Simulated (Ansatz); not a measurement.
One geometry of Si₂₁H₃₀⁺, several levels of theory.

```yaml
crystal:
  periodic: [false, false, false]
  atoms:
    - {symbol: Si, position_ang: [1.342305, -4.062338, -1.599859]}
    - {symbol: Si, position_ang: [-1.803070, 1.603760, -3.458526]}
    - {symbol: Si, position_ang: [0.989158, -0.823566, -3.646837]}
    - {symbol: Si, position_ang: [-1.202863, -1.455241, -0.734880]}
    - {symbol: Si, position_ang: [-1.146262, 2.112565, 0.873166]}
    - {symbol: Si, position_ang: [0.477265, -1.455007, 0.991862]}
    - {symbol: Si, position_ang: [0.633475, 2.060642, -0.741171]}
    - {symbol: Si, position_ang: [-1.805197, -0.803134, 3.762004]}
    - {symbol: Si, position_ang: [1.015006, 1.628957, 3.773209]}
    - {symbol: Si, position_ang: [3.520059, -0.994635, -1.012362]}
    - {symbol: Si, position_ang: [-2.623957, 0.098766, -1.841373]}
    - {symbol: Si, position_ang: [-2.576205, 0.613805, 2.044822]}
    - {symbol: Si, position_ang: [-0.174227, -2.551256, -2.557665]}
    - {symbol: Si, position_ang: [-0.568713, -2.550998, 2.785019]}
    - {symbol: Si, position_ang: [2.269851, -2.683461, 0.056471]}
    - {symbol: Si, position_ang: [-0.505543, 0.389277, -4.986945]}
    - {symbol: Si, position_ang: [-0.402469, 3.230822, -2.500663]}
    - {symbol: Si, position_ang: [1.975753, 0.516480, -1.969503]}
    - {symbol: Si, position_ang: [-0.187070, 3.309879, 2.656634]}
    - {symbol: Si, position_ang: [1.821786, 0.126104, 2.149766]}
    - {symbol: Si, position_ang: [-0.417374, 0.432499, 5.196006]}
    - {symbol: H, position_ang: [2.358529, -4.573498, -2.572807]}
    - {symbol: H, position_ang: [0.620501, -5.222359, -0.985396]}
    - {symbol: H, position_ang: [-3.010947, 2.207484, -4.113759]}
    - {symbol: H, position_ang: [2.131055, -1.372021, -4.452747]}
    - {symbol: H, position_ang: [-2.202408, -2.421789, -0.158208]}
    - {symbol: H, position_ang: [-2.152245, 3.001874, 0.193004]}
    - {symbol: H, position_ang: [1.675664, 2.946661, -0.118432]}
    - {symbol: H, position_ang: [-3.028446, -1.294740, 4.479925]}
    - {symbol: H, position_ang: [2.212105, 2.159185, 4.506467]}
    - {symbol: H, position_ang: [4.276781, -1.554789, -2.180645]}
    - {symbol: H, position_ang: [4.505469, -0.346012, -0.093895]}
    - {symbol: H, position_ang: [-3.456191, -0.896964, -2.601465]}
    - {symbol: H, position_ang: [-3.555934, 0.836235, -0.936078]}
    - {symbol: H, position_ang: [-3.439565, -0.210368, 1.146360]}
    - {symbol: H, position_ang: [-3.471489, 1.632195, 2.694233]}
    - {symbol: H, position_ang: [-1.197864, -3.176434, -3.457405]}
    - {symbol: H, position_ang: [-1.453690, -3.669427, 2.333336]}
    - {symbol: H, position_ang: [0.444099, -3.086740, 3.750499]}
    - {symbol: H, position_ang: [3.059188, -3.401374, 1.108265]}
    - {symbol: H, position_ang: [-1.345843, -0.544779, -5.802785]}
    - {symbol: H, position_ang: [0.229289, 1.311057, -5.910745]}
    - {symbol: H, position_ang: [0.594385, 3.701194, -3.515796]}
    - {symbol: H, position_ang: [-1.182165, 4.407908, -2.005214]}
    - {symbol: H, position_ang: [2.790818, 1.546189, -2.707068]}
    - {symbol: H, position_ang: [0.723088, 4.397107, 2.179497]}
    - {symbol: H, position_ang: [-1.234757, 3.903294, 3.547978]}
    - {symbol: H, position_ang: [2.693552, 0.884215, 1.199847]}
    - {symbol: H, position_ang: [2.722344, -0.840519, 2.868713]}
    - {symbol: H, position_ang: [-1.224869, 1.365987, 6.044352]}
    - {symbol: H, position_ang: [0.365540, -0.477089, 6.092094]}
basis:
  gaussian: {orbitals: def2-SVP, fitting: {mean_field: def2-universal-jkfit}}
total_charge: 1
magnetization: {spin_polarized: true, initial_magnetization: 1}
hamiltonian: {xc: pbe0, dispersion: d4}
scf: {omitted_lower_state_checks: [starts]}
output: {orbitals: {seedname: orbitals}}
```

```sh
$ ansatz run in.yaml --threads 2 --pin off --events-out ev --progress --plain --max-ram 20480MiB --backend cuda --devices 0, --max-vram 18GiB
```

Output, abridged:

```
Functional definition: PBE0
  name "PBE0"
  cite "Adamo & Barone, J. Chem. Phys. 110, 6158 (1999) doi:10.1063/1.478522"
  cite "Perdew, Burke & Ernzerhof, Phys. Rev. Lett. 77, 3865 (1996) doi:10.1103/PhysRevLett.77.3865"
  parent pbe
  parameter a = 0.25
  parameter kappa = 0.804
  parameter beta = 0.06672455060314922
  exchange = (1 - a)*pbe_x(kappa = kappa, mu = beta*pi^2/3) + a*exact_x
  correlation = pbe_c(beta = beta)
these checks for a lower state are left out or cut short: starts
3228 factors; integrals over basis functions are off by at most 3.2e-1 eV
mean field evaluation 1: about -165792.7437 eV, gradient 1.4e1 eV
mean field evaluation 2: about -165793.4524 eV, gradient 1.0e1 eV
mean field evaluation 4: about -165794.3432 eV, gradient 2.4e0 eV
mean field evaluation 8: about -165794.3750 eV, gradient 1.5e-1 eV
mean field evaluation 16: about -165794.3756 eV, gradient 3.2e-3 eV
mean field evaluation 32: about -165794.3756 eV, gradient 4.8e-5 eV
mean field -165794.37558919 eV, -6092.8309234388 hartree, gradient 8.3e-6 eV, S^2 0.754332; 0 other end points of the search recorded, 0 dependent functions left out
reference -165794.37565276 eV, -6092.8309257750 hartree; 162, 161 occupied and 366, 367 virtual orbitals, 3228 factors
Total energy: -165797.68590292 eV, -6092.9525752245 hartree
Checks for a lower state left out: starts
```

Hardware: 2 threads of AMD EPYC 7R13 on a shared host and a share (18 GiB) of an NVIDIA H100 80GB HBM3. Wall time 10 s, peak host memory 1.3 GiB.

Geometry: r2SCAN-D4/def2-SVP, that of the neutral singlet.

Single mean-field runs in def2-SVP are fitted with def2-universal-jkfit.
